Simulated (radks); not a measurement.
Species: Dy4+. Configuration: [Xe] 4f8.

Calculated with a radial shooting solver on a logarithmic mesh with Libxc functionals: scalar-relativistic Kohn-Sham, revPBE, spin-unpolarised, spherical densities, finite nucleus; Fermi nuclear charge, rms radius 5.2218 fm.

Energy parts (Ry):
| part | energy |
|---|---|
| total | -24306.5007 |
| kinetic | 26220.0367 |
| electron-nucleus | -59236.9585 |
| Hartree | 9233.2524 |
| exchange-correlation | -522.8314 |

Orbitals (lengths in bohr, moments of r in powers of bohr):
| orbital | occ. | eigenvalue (Ry) | <r^4> | <r> | <r^2> |
|---|---|---|---|---|---|
| 1s | 2 | -3947.279 | 9.915e-07 | 0.02112 | 0.0006094 |
| 2s | 2 | -660.6948 | 0.0001559 | 0.08978 | 0.009521 |
| 2p | 6 | -586.6897 | 0.0001175 | 0.07946 | 0.007708 |
| 3s | 2 | -150.2917 | 0.005957 | 0.2345 | 0.06285 |
| 3p | 6 | -127.5690 | 0.006267 | 0.2334 | 0.06314 |
| 3d | 10 | -98.34358 | 0.004957 | 0.2121 | 0.05284 |
| 4s | 2 | -32.95424 | 0.1443 | 0.5286 | 0.3153 |
| 4p | 6 | -25.44956 | 0.1890 | 0.5595 | 0.3559 |
| 4d | 10 | -15.22146 | 0.2906 | 0.6046 | 0.4237 |
| 4f | 8 | -4.03938 | 1.267 | 0.7618 | 0.7326 |
| 5s | 2 | -6.99300 | 4.384 | 1.246 | 1.739 |
| 5p | 6 | -5.09402 | 7.738 | 1.424 | 2.282 |
| 5d | 0 | -2.77236 | 27.24 | 1.911 | 4.164 |
| 6s | 0 | -2.40959 | 103.5 | 2.794 | 8.656 |

The highest occupied level is 4f at -54.959 eV. The electron density at the nucleus is 7.782e+05 e/bohr^3 (large components only).
